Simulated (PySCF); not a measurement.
A calculation to check before its numbers are used.

A core-ionisation job on C3H5BrSi, SMILES `CC#C[SiH2]Br`. Method: PySCF 2.14.0, delta-SCF UKS SCAN, pcX-2 on the ionised atom, pcseg-1 elsewhere, non-relativistic.

Driver input (Å, PBE0-D3(BJ)/def2-SVP geometry):

```
{"job": {"kind": "xps", "x2c": false}, "charge": 0, "multiplicity": 1}
C     -2.2426    -0.2026     0.2157
C     -0.8009    -0.1328     0.0859
C      0.4117    -0.0692    -0.0247
Si     2.2155     0.0480    -0.1912
Br     2.7989     2.1677    -0.5731
H     -2.6471    -1.0600    -0.3443
H     -2.7131     0.7125    -0.1763
H     -2.5386    -0.3134     1.2704
H      2.6908    -0.7631    -1.3442
H      2.8854    -0.3912     1.0625
```

Output:

```
ground state, core basis on atom 0 (C), 143 functions
  cycle   1  E = -2980.51347053  |g| = 4.40e-01
  cycle   2  E = -2980.48354751  |g| = 5.25e-01
  cycle   3  E = -2980.56228342  |g| = 1.38e-01
  cycle   4  E = -2980.56596924  |g| = 7.50e-02
  cycle   5  E = -2980.56752783  |g| = 1.30e-02
  cycle   6  E = -2980.56757709  |g| = 3.19e-03
  cycle   7  E = -2980.56758120  |g| = 7.49e-04
  cycle   8  E = -2980.56757911  |g| = 1.89e-04
  E(ground) = -2980.74871448 Eh
hole in C 1s of atom 0
  cycle   1  E = -2969.28814035  |g| = 1.50e+00
  cycle   2  E = -2963.27880527  |g| = 3.18e+00
  cycle   3  E = -2969.21284106  |g| = 9.06e-01
  cycle   4  E = -2969.50171732  |g| = 8.07e-01
  cycle   5  E = -2969.79769420  |g| = 2.58e-01
  cycle   6  E = -2969.83385196  |g| = 1.23e-01
  cycle   7  E = -2969.84333860  |g| = 2.27e-02
  cycle   8  E = -2969.84365745  |g| = 7.48e-03
  cycle   9  E = -2969.84369903  |g| = 2.94e-03
  cycle  10  E = -2969.84371447  |g| = 1.78e-03
  cycle  11  E = -2969.84372181  |g| = 1.30e-03
  cycle  12  E = -2969.84372927  |g| = 7.63e-04
  cycle  13  E = -2969.84373055  |g| = 4.25e-04
  E(ion) = -2970.02398863 Eh   <S^2> = 0.7706   hole on atom = 1.000   binding energy = 291.835 eV
ground state, core basis on atom 1 (C), 143 functions
  cycle   1  E = -2980.57165334  |g| = 4.37e-02
  cycle   2  E = -2980.57125551  |g| = 4.57e-02
  cycle   3  E = -2980.57136868  |g| = 3.93e-02
  cycle   4  E = -2980.57175832  |g| = 1.00e-02
  cycle   5  E = -2980.57178732  |g| = 4.56e-04
  cycle   6  E = -2980.57178633  |g| = 1.80e-04
  E(ground) = -2980.75422806 Eh
hole in C 1s of atom 1
  cycle   1  E = -2969.30635844  |g| = 1.51e+00
  cycle   2  E = -2964.03363382  |g| = 2.74e+00
  cycle   3  E = -2969.29212661  |g| = 9.09e-01
  cycle   4  E = -2969.59579187  |g| = 7.68e-01
  cycle   5  E = -2969.82854428  |g| = 3.57e-01
  cycle   6  E = -2969.88908841  |g| = 6.74e-02
  cycle   7  E = -2969.89154077  |g| = 2.63e-02
  cycle   8  E = -2969.89225218  |g| = 1.22e-02
  cycle   9  E = -2969.89249571  |g| = 8.02e-03
  cycle  10  E = -2969.89267273  |g| = 4.91e-03
  cycle  11  E = -2969.89276905  |g| = 2.37e-03
  cycle  12  E = -2969.89277379  |g| = 1.24e-03
  cycle  13  E = -2969.89277236  |g| = 4.17e-04
  E(ion) = -2970.07324734 Eh   <S^2> = 0.8696   hole on atom = 1.000   binding energy = 290.644 eV
ground state, core basis on atom 2 (C), 143 functions
  cycle   1  E = -2980.57193551  |g| = 4.82e-02
  cycle   2  E = -2980.57049709  |g| = 7.99e-02
  cycle   3  E = -2980.57188310  |g| = 3.21e-02
  cycle   4  E = -2980.57215141  |g| = 6.64e-03
  cycle   5  E = -2980.57216577  |g| = 5.88e-04
  cycle   6  E = -2980.57216528  |g| = 1.52e-04
  E(ground) = -2980.75424088 Eh
hole in C 1s of atom 2
  cycle   1  E = -2969.33873303  |g| = 1.51e+00
  cycle   2  E = -2966.59806196  |g| = 2.40e+00
  cycle   3  E = -2969.63289433  |g| = 6.29e-01
  cycle   4  E = -2969.76435379  |g| = 5.91e-01
  cycle   5  E = -2969.89559047  |g| = 2.41e-01
  cycle   6  E = -2969.92194560  |g| = 5.49e-02
  cycle   7  E = -2969.92395522  |g| = 1.72e-02
  cycle   8  E = -2969.92434483  |g| = 8.28e-03
  cycle   9  E = -2969.92450720  |g| = 5.42e-03
  cycle  10  E = -2969.92459139  |g| = 3.16e-03
  cycle  11  E = -2969.92461092  |g| = 1.48e-03
  cycle  12  E = -2969.92461141  |g| = 6.34e-04
  cycle  13  E = -2969.92461280  |g| = 2.51e-04
  E(ion) = -2970.10516456 Eh   <S^2> = 0.8305   hole on atom = 1.000   binding energy = 289.776 eV
ground state, core basis on atom 3 (Si), 154 functions
  cycle   1  E = -2980.60746189  |g| = 3.64e-02
  cycle   2  E = -2980.60581092  |g| = 8.26e-02
  cycle   3  E = -2980.60765485  |g| = 1.50e-02
  cycle   4  E = -2980.60770401  |g| = 5.18e-03
  cycle   5  E = -2980.60771215  |g| = 7.98e-04
  cycle   6  E = -2980.60770837  |g| = 1.03e-04
  E(ground) = -2980.74726581 Eh
hole in Si 1s of atom 3
  cycle   1  E = -2911.80605651  |g| = 4.32e+00
  cycle   2  E = -2911.12017487  |g| = 2.45e+00
  cycle   3  E = -2911.27600624  |g| = 1.53e+00
  cycle   4  E = -2912.55409407  |g| = 7.44e-01
  cycle   5  E = -2912.79197068  |g| = 3.49e-01
  cycle   6  E = -2912.85850027  |g| = 7.26e-02
  cycle   7  E = -2912.86160846  |g| = 2.64e-02
  cycle   8  E = -2912.86206578  |g| = 1.07e-02
  cycle   9  E = -2912.86213604  |g| = 2.70e-03
  cycle  10  E = -2912.86214073  |g| = 1.02e-03
  cycle  11  E = -2912.86214081  |g| = 2.96e-04
  E(ion) = -2913.00722979 Eh   <S^2> = 0.7525   hole on atom = 1.000   binding energy = 1843.300 eV
hole in Si 2p of atom 3
  cycle   1  E = -2976.29788185  |g| = 1.23e+00
  cycle   2  E = -2975.54408435  |g| = 1.51e+00
  cycle   3  E = -2976.27038304  |g| = 7.64e-01
  cycle   4  E = -2976.57593059  |g| = 3.17e-01
  cycle   5  E = -2976.61909958  |g| = 1.25e-01
  cycle   6  E = -2976.62808385  |g| = 2.46e-02
  cycle   7  E = -2976.62848440  |g| = 5.21e-03
  cycle   8  E = -2976.62849988  |g| = 2.54e-03
  cycle   9  E = -2976.62850568  |g| = 8.24e-04
  cycle  10  E = -2976.62850563  |g| = 4.42e-04
  E(ion) = -2976.77740101 Eh   <S^2> = 0.7521   hole on atom = 1.003   binding energy = 108.026 eV
  2p3/2 = 107.767 eV   2p1/2 = 108.387 eV
```

The program numbers atoms from 0. E(ground) and E(ion) are re-evaluated on a finer grid than the cycles, so they differ from the last cycles; that is no fault. The 2p3/2 and 2p1/2 values come from a spin–orbit splitting computed afterwards; their 2:1 mean is the average over the three 2p orbitals and can differ from the one hole solved.

**Question.** Do all binding energies of this run deserve the same trust?

**Answer.** No. Every hole passed the driver's convergence checks (|g| < 5e-4, core orbital emptied to over 0.9), but ⟨S²⟩ is 0.870 for C1s on atom 1, against 0.75 for a pure doublet, so the unrestricted ion state holds higher spin components.

**Question.** How can it be mended?

**Answer.** Recompute such holes with a restricted open-shell or spin-projected scheme and compare; until then these binding energies are doubtful.

The run took 23 s wall on an Arm Neoverse V1 with one thread, no GPU, on a shared host, and the process peaked at 0.52 GiB of memory.
